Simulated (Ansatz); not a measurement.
A geometry relaxed with PBE0-D4/def2-SVP (Ansatz, a program for electronic structure), charge 0, multiplicity 1:

```xyz
12

N      2.4240    -0.3461     0.0603
H      2.7524     0.6087    -0.0622
H     -0.4266     2.1842    -0.2586
H     -3.2957     0.0020     0.9112
Ge     0.9174    -0.4880     1.1127
H      3.2068    -0.9085     0.3864
H     -1.1874     0.0554    -1.3752
C     -2.4835     0.7505     1.1329
H      0.5849    -1.9898     1.1979
Ge    -0.8494     0.7224    -0.0267
H      1.0674     0.0643     2.5536
O     -2.5932     1.5160     2.0516
```

Q: Write the SMILES of this molecule.

A: `[NH2][GeH2][GeH2][CH]=O`
